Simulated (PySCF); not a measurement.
CHO2, charge -1, singlet, geometry from GFN2-xTB; MP2/cc-pVTZ (PySCF).

Input for PySCF:
```python
from pyscf import gto, scf, mp

mol = gto.M(
    atom='''
O    -1.06017647   -0.42035133   -0.00039719
C     0.00193940    0.63730099   -0.02155352
O     1.13549551    0.10277181    0.01219052
H    -0.61418871   -1.28316976    0.03497448
''',
    basis='cc-pvtz',
    charge=-1,
    verbose=4,
)

mf = scf.RHF(mol)
mf.kernel()

pt = mp.MP2(mf)
pt.kernel()
print('E(MP2) = %.10f' % pt.e_tot)
```

The log (banner, timings and long lists left out):

```
PySCF version 2.14.0

[INPUT] verbose = 4
[INPUT] num. atoms = 4
[INPUT] num. electrons = 24
[INPUT] charge = -1
[INPUT] spin (= nelec alpha-beta = 2S) = 0
[INPUT] symmetry False subgroup None
[INPUT] Mole.unit = angstrom
[INPUT] Symbol           X                Y                Z      unit          X                Y                Z       unit  Magmom
[INPUT]  1 O     -1.060176470000  -0.420351330000  -0.000397190000 AA   -2.003443172008  -0.794348889797  -0.000750580319 Bohr   0.0
[INPUT]  2 C      0.001939400000   0.637300990000  -0.021553520000 AA    0.003664934846   1.204324330014  -0.040730249820 Bohr   0.0
[INPUT]  3 O      1.135495510000   0.102771810000   0.012190520000 AA    2.145775529573   0.194210574226   0.023036744116 Bohr   0.0
[INPUT]  4 H     -0.614188710000  -1.283169760000   0.034974480000 AA   -1.160648450700  -2.424839417724   0.066092188549 Bohr   0.0

nuclear repulsion = 60.0347626752987
number of shells = 33
number of NR pGTOs = 142
number of NR cGTOs = 104
basis = cc-pvtz
ecp = {}

******** <class 'pyscf.scf.hf.RHF'> ********
method = RHF
initial guess = minao
damping factor = 0
level_shift factor = 0
DIIS = <class 'pyscf.scf.diis.CDIIS'>
diis_start_cycle = 1
diis_space = 8
diis_damp = 0
SCF conv_tol = 1e-09
SCF conv_tol_grad = None
SCF max_cycles = 50
direct_scf = True
direct_scf_tol = 1e-13
Set gradient conv threshold to 3.16228e-05
Initial guess from minao.
init E= -188.125111960429
  HOMO = -0.219982644224272  LUMO = 0.0463416118927178  gap/eV = 7.24705
cycle= 1 E= -188.078832941937  delta_E= 0.0463  |g|= 0.773  |ddm|= 1.73
  HOMO = -0.0328021240898906  LUMO = 0.366917863796209  gap/eV = 10.87693
cycle= 2 E= -188.143330120233  delta_E= -0.0645  |g|= 0.575  |ddm|= 0.703
  HOMO = -0.0918880606046848  LUMO = 0.359968416041536  gap/eV = 12.29564
cycle= 3 E= -188.196260101953  delta_E= -0.0529  |g|= 0.0557  |ddm|= 0.269
  HOMO = -0.100804481242191  LUMO = 0.363017131739884  gap/eV = 12.62123
cycle= 4 E= -188.197365354607  delta_E= -0.00111  |g|= 0.031  |ddm|= 0.0599
  HOMO = -0.100806861518159  LUMO = 0.363606936621011  gap/eV = 12.63734
cycle= 5 E= -188.197654282072  delta_E= -0.000289  |g|= 0.00966  |ddm|= 0.0302
  HOMO = -0.100328335410737  LUMO = 0.362824235707039  gap/eV = 12.60302
cycle= 6 E= -188.197708987446  delta_E= -5.47e-05  |g|= 0.00331  |ddm|= 0.0146
  HOMO = -0.100581168271109  LUMO = 0.36290101320861  gap/eV = 12.61199
cycle= 7 E= -188.197719021624  delta_E= -1e-05  |g|= 0.00123  |ddm|= 0.0073
  HOMO = -0.100400151264479  LUMO = 0.362857574317493  gap/eV = 12.60588
cycle= 8 E= -188.197720302355  delta_E= -1.28e-06  |g|= 0.000392  |ddm|= 0.00279
  HOMO = -0.10048225918063  LUMO = 0.362845509974253  gap/eV = 12.60779
cycle= 9 E= -188.197720408879  delta_E= -1.07e-07  |g|= 0.00013  |ddm|= 0.000739
  HOMO = -0.100471079353754  LUMO = 0.362846096022571  gap/eV = 12.60750
cycle= 10 E= -188.197720421166  delta_E= -1.23e-08  |g|= 3.38e-05  |ddm|= 0.00027
  HOMO = -0.100471965776984  LUMO = 0.36284518797863  gap/eV = 12.60750
cycle= 11 E= -188.197720422088  delta_E= -9.22e-10  |g|= 6.81e-06  |ddm|= 8.44e-05
  HOMO = -0.100471937311728  LUMO = 0.362845704924403  gap/eV = 12.60752
Extra cycle  E= -188.197720422116  delta_E= -2.88e-11  |g|= 3.26e-06  |ddm|= 1.03e-05
converged SCF energy = -188.197720422116

******** <class 'pyscf.mp.mp2.RMP2'> ********
nocc = 12, nmo = 104
E(RMP2) = -188.874366434188  E_corr = -0.67664601207204
E(SCS-RMP2) = -188.858656332453  E_corr = -0.660935910336627
E_corr(same-spin) = -0.17427612017287
E_corr(oppo-spin) = -0.50236989189917
E(MP2) = -188.8743664342
```
